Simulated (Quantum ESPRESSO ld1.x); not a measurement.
Te II, configuration [Kr] 4d7.5 5s2 5p5.5 (fractional occupations, a model configuration).

Method: scalar-relativistic Kohn-Sham, PW91, spin-unpolarised, spherical densities, point nucleus; computed with ld1.x of Quantum ESPRESSO 7.5.

Energy parts (eV):
part                     energy
total                 -184795.3
kinetic                193634.5
electron-nucleus      -445641.4
Hartree                 71975.8
exchange-correlation    -4764.2

Orbitals (lengths in bohr, moments of r in powers of bohr; <r^-3> diverges for s and p1/2):
1s: occ. 2; eigenvalue (eV) -31665.4; <r> 0.02781
2s: occ. 2; eigenvalue (eV) -4884.75; <r> 0.1198
2p: occ. 6; eigenvalue (eV) -4388.65; <r^-3> 5396; <r> 0.1047
3s: occ. 2; eigenvalue (eV) -997.722; <r> 0.3220
3p: occ. 6; eigenvalue (eV) -836.496; <r^-3> 1022; <r> 0.3201
3d: occ. 10; eigenvalue (eV) -592.901; <r^-3> 140.9; <r> 0.2965
4s: occ. 2; eigenvalue (eV) -192.719; <r> 0.7548
4p: occ. 6; eigenvalue (eV) -141.887; <r^-3> 203.2; <r> 0.8051
4d: occ. 7.5; eigenvalue (eV) -67.0828; <r^-3> 21.74; <r> 0.9219
5s: occ. 2; eigenvalue (eV) -28.8454; <r> 1.871
5p: occ. 5.5; eigenvalue (eV) -17.2933; <r^-3> 25.53; <r> 2.218

The highest occupied level is 5p at -17.293 eV. Summed over all electrons, <r^2> = 53.88 bohr^2, which gives a Langevin (diamagnetic) susceptibility term of -42.7 x 10^-6 cm^3/mol. The density falls to 0.001 e/bohr^3 at r = 4.18 bohr.
